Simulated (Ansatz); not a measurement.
## Nudged elastic band run: AlClH₄OSi

Input:

```yaml
crystal:
  periodic: [false, false, false]
  atoms:
    - { symbol: O, position_ang: [-1.669273, -0.837483, 0.858468] }
    - { symbol: Si, position_ang: [-0.79853, -0.214559, -0.45747] }
    - { symbol: Al, position_ang: [1.504981, 0.377689, 0.196311] }
    - { symbol: Cl, position_ang: [2.930188, 0.739968, -1.343458] }
    - { symbol: H, position_ang: [-1.724146, -0.242325, 1.625893] }
    - { symbol: H, position_ang: [-1.495485, 0.970639, -1.097833] }
    - { symbol: H, position_ang: [-0.79098, -1.318542, -1.479168] }
    - { symbol: H, position_ang: [2.043255, 0.524613, 1.697258] }
basis:
  gaussian: { orbitals: def2-SVP }
hamiltonian:
  xc: pbe
  dispersion: d4
neb:
  order_check: false
  images: 3
  f_tol: 0.05
  max_iterations: 60
  initial_path: idpp
  climbing: false
  final_atoms:
    - { symbol: O, position_ang: [-1.55719628, -0.54615929, 0.86898474] }
    - { symbol: Si, position_ang: [-0.82855579, -0.25023577, -0.62944095] }
    - { symbol: Al, position_ang: [1.50177732, 0.32995854, -0.0954597] }
    - { symbol: Cl, position_ang: [1.58453745, 0.73350331, 2.00986447] }
    - { symbol: H, position_ang: [-1.08291095, -0.11935215, 1.60800958] }
    - { symbol: H, position_ang: [-1.51131012, 0.86607906, -1.39069318] }
    - { symbol: H, position_ang: [-0.97974295, -1.48887633, -1.4723531] }
    - { symbol: H, position_ang: [2.87341132, 0.47508263, -0.89891085] }
```

Run as:

```bash
$ ansatz run input.yaml --threads 1 --pin off --max-ram 2048MiB --backend cpu --events-out ev --progress --plain --runs-dir out
```

Output, in part (warnings, iteration lines, the closing report on the highest movable image, with atoms numbered from 0):

```
NEB end point (image 0): max|allowed force component| = 1.215e-2 eV/Å (the criterion of neb.relax_end_points is 1.000e-2)
NEB end point (image 4): max|allowed force component| = 9.705e-3 eV/Å (the criterion of neb.relax_end_points is 1.000e-2)
NEB iter   1: max|band force component| = 4.899e-1 eV/Å  barrier→ = 0.1777 eV  barrier← = 0.2302 eV  Δτ_max = 0.2000 Å  (131 SCF iters)
NEB iter   2: max|band force component| = 2.944e-1 eV/Å  barrier→ = 0.0871 eV  barrier← = 0.1396 eV  Δτ_max = 0.1332 Å  (81 SCF iters)
NEB iter   3: max|band force component| = 9.071e-2 eV/Å  barrier→ = 0.0575 eV  barrier← = 0.1100 eV  Δτ_max = 0.1352 Å  (80 SCF iters)
NEB iter   4: max|band force component| = 7.480e-2 eV/Å  barrier→ = 0.0453 eV  barrier← = 0.0978 eV  Δτ_max = 0.0688 Å  (80 SCF iters)
NEB iter   5: max|band force component| = 5.175e-2 eV/Å  barrier→ = 0.0410 eV  barrier← = 0.0935 eV  Δτ_max = 0.0309 Å  (81 SCF iters)
NEB iter   6: max|band force component| = 3.149e-2 eV/Å  barrier→ = 0.0399 eV  barrier← = 0.0924 eV  Δτ_max = 0.0000 Å  (162 SCF iters)
Total energy: -29086.41726856 eV, -1068.9061191379 hartree
Atom 0 at    -1.868021    -0.296797     0.694952 Å, force     0.027809     0.032830    -0.022203 eV/Å
Atom 1 at    -0.685349    -0.428619    -0.518436 Å, force    -0.002179    -0.004002     0.002194 eV/Å
Atom 2 at     1.551474     0.168605     0.358630 Å, force     0.007091     0.016000    -0.008623 eV/Å
Atom 3 at     2.335113     2.083855    -0.161097 Å, force    -0.005361    -0.007512     0.009724 eV/Å
Atom 4 at    -2.054591     0.621230     0.959914 Å, force    -0.015837    -0.017714     0.017102 eV/Å
Atom 5 at    -1.024856     0.415605    -1.728563 Å, force    -0.006124    -0.006818    -0.005091 eV/Å
Atom 6 at    -0.726565    -1.870724    -0.946713 Å, force    -0.001612    -0.004843     0.006483 eV/Å
Atom 7 at     2.472806    -0.693155     1.341313 Å, force    -0.003788    -0.007941     0.000413 eV/Å
Dipole moment:    -0.128835     0.044767     0.028003 e Å
```

The run converged. No image climbed, so the highest image needn't sit at the top of the path. So few images can step over the top or miss a turn of the path.

Final band (atoms are numbered from 1 in the order of the input):

```json
{"image": "0", "path coordinate (Å)": "0.00", "energy (eV)": "0.000", "dihedral O1–Si2–Al3–Cl4 (°)": "166"}
{"image": "1", "path coordinate (Å)": "1.45", "energy (eV)": "0.024", "dihedral O1–Si2–Al3–Cl4 (°)": "-150"}
{"image": "2", "path coordinate (Å)": "2.90", "energy (eV)": "0.040", "dihedral O1–Si2–Al3–Cl4 (°)": "-104"}
{"image": "3", "path coordinate (Å)": "4.35", "energy (eV)": "-0.006", "dihedral O1–Si2–Al3–Cl4 (°)": "-59"}
{"image": "4", "path coordinate (Å)": "5.80", "energy (eV)": "-0.053", "dihedral O1–Si2–Al3–Cl4 (°)": "-14"}
```

The run took 54 s on 1 thread of Arm Neoverse V2, with other jobs on the host, peak memory 0.12 GiB.
